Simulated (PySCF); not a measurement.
**Ionisation energy of Pr by level of theory**

Pr [Xe] 4f3 6s2 [4f5/2^3, M_J = 9/2] → Pr⁺ [Xe] 4f3 6s1 [4f5/2^3 6s1/2^1, M_J = 4], as a difference of total energies. Computed with PySCF 2.14 in x2c-SVPall-2c with one added diffuse shell each of s, p, d, f type (8s11p10d4f1g, 128 functions), with the two-component X2C-1e Hamiltonian. Correlated levels: [Ar] 3d10 frozen; the 16 highest virtual spinors dropped. "Screened" scales the spin-orbit matrix elements by Boettger's factors to mimic the two-electron term; Breit and QED terms are absent.

| method | ionisation energy (eV) |
| --- | --- |
| GHF (spin-free) | 4.423 |
| GMP2 (spin-free) | 5.296 |
| GHF (screened spin-orbit) | 4.424 |
| GMP2 (screened spin-orbit) | 5.296 |

Task: How much does correlation contribute at GMP2 (screened spin-orbit)?

Result: 5.296 − (4.424) = 0.872 eV, measured against GHF (screened spin-orbit).

The spin-free rows relax to the high-spin LS determinant and lack the spin-orbit shift.

Errors of the correlated levels include the incompleteness of this basis and the frozen core.

The labels give the starting determinants; with spin-orbit coupling the two ends relaxed to ⟨J²⟩ = 26.92, ⟨L²⟩ = 41.80, ⟨S²⟩ = 3.74 and ⟨J²⟩ = 23.19, ⟨L²⟩ = 41.81, ⟨S²⟩ = 5.96.

MP2 underrates the near-degeneracy of ns² with np² in the lower species.

The determinant of Pr and of Pr⁺ mixes levels of different J (the jj label is only the starting occupation), so the difference between spin-free and spin-orbit rows is not the physical spin-orbit shift.

For comparison: 5.470 eV (semi-empirical (NIST evaluation); NIST Atomic Spectra Database, ionization energies).
